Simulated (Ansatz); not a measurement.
CH$_{7}$NO$_{2}$Zr, SMILES `[CH3][Zr]([NH2])([OH])[OH]`, 12 atoms. Total charge 0; spin multiplicity 1. Correlated methods include outer-core shells of Zr, which these sets cover unevenly. Zr: def2 effective core potential. Hardware: A = 2 threads of an AMD EPYC 7R13 on a shared host and a share of an NVIDIA H100 80 GB; B = 2 threads of an AMD EPYC 7R13 on a shared host. Correlated methods freeze the cores. Open-shell runs search over several starts.

Problem. How many basis functions does each run have, and how long does it take in Ansatz? RKS PBE0-D4/def2-TZVP relaxation (13 steps) [A]; RKS B2PLYP (frozen core)/def2-TZVPP energy [A]; RKS r2SCAN-D4/def2-TZVPP energy and forces [A]; UKS PBE0-D4/def2-TZVPP energy of the cation [A]; RHF-MP2/def2-QZVPP energy [A]; UKS PBE-D4/def2-TZVPP energy of the cation [A]; RKS HSE06 (plane-wave form)-D4/def2-TZVPP energy [A]; RHF-CCSD(T)/def2-SVP energy [A]; direct RPA on PBE orbitals/def2-TZVPP energy [A]; RKS ωB97M-V/def2-SVP energy [B]; UKS ωB97X-V/def2-TZVPP energy of the cation [A]; RKS r2SCAN0-D4/def2-TZVPP energy [A]. (Best estimate.)

Solution. Computed: Other jobs shared the machine, so times are rough.

| level | job | functions | wall time | peak host memory (GiB) |
| --- | --- | --- | --- | --- |
| RKS r2SCAN0-D4/def2-TZVPP | energy [A] | 278 | 2.5 s | 0.9 |
| RHF-CCSD(T)/def2-SVP | energy [A] | 122 | 2.6 s | 0.8 |
| RKS r2SCAN-D4/def2-TZVPP | energy and forces [A] | 278 | 2.8 s | 0.89 |
| RKS HSE06 (plane-wave form)-D4/def2-TZVPP | energy [A] | 278 | 3.2 s | 0.86 |
| direct RPA on PBE orbitals/def2-TZVPP | energy [A] | 278 | 3.6 s | 1.3 |
| RKS B2PLYP (frozen core)/def2-TZVPP | energy [A] | 278 | 4.2 s | 1.2 |
| UKS PBE-D4/def2-TZVPP | energy of the cation [A] | 278 | 5.5 s | 0.91 |
| UKS PBE0-D4/def2-TZVPP | energy of the cation [A] | 278 | 5.5 s | 0.93 |
| RHF-MP2/def2-QZVPP | energy [A] | 519 | 5.5 s | 1.1 |
| RKS ωB97M-V/def2-SVP | energy [B] | 122 | 9 s | 0.54 |
| UKS ωB97X-V/def2-TZVPP | energy of the cation [A] | 278 | 14 s | 1.1 |
| RKS PBE0-D4/def2-TZVP | relaxation (13 steps) [A] | 206 | 21 s | 0.9 |
